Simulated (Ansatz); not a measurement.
Cost and result up the ladder for `C=CCCCCCCCCCC` (36 atoms). The state is a singlet with charge 0. Geometry: r2SCAN-D4/def2-SVP.

Ansatz on 4 threads of Intel Xeon on a shared host. Times are rough, and most runs start from the orbitals of an earlier one. PBE0-D4/def2-TZVP serves as the yardstick here, not as an exact answer. Differences are given only for rows in sets of like size (and for xTB, whose basis is part of the method), since another set adds its own error. Binding counts from free atoms at the same level (C triplet, H doublet; other spins of the atoms weren't run), without zero-point energy or a counterpoise term.

Correlated methods freeze 12 core orbitals. The rows differ in basis, and correlated rows in double-zeta sets carry the largest basis error.

Correlated methods converge slowly with the basis, most of all in double-zeta sets.

```csv
level,functions,binding energy per atom (eV),difference from PBE0-D4/def2-TZVP (eV)
MP2/def2-SVP,288,4.10,–
PBE-D4/def2-SVP,288,4.34,–
BHLYP-D4/def2-TZVP,516,4.13,-0.12
revPBE-D4/def2-TZVP,516,4.21,-0.04
PBE0-D4/def2-SVP,288,4.30,–
r2SCAN-D4/def2-TZVP,516,4.23,-0.03
PBE0-D4/def2-TZVP (with forces),516,4.26,0.00
PBE-D4/def2-TZVP (with forces),516,4.30,0.05
HF/STO-3G,84,4.00,–
```

(1) Estimate how long each takes.

## Answers

(1) HF/STO-3G 1.9 s; PBE-D4/def2-SVP 9 s; PBE0-D4/def2-SVP 18 s; revPBE-D4/def2-TZVP 21 s; MP2/def2-SVP 23 s; PBE-D4/def2-TZVP (with forces) 28 s; r2SCAN-D4/def2-TZVP 33 s; BHLYP-D4/def2-TZVP 47 s; PBE0-D4/def2-TZVP (with forces) 75 s. On shared hardware such times vary by a factor of up to 3.
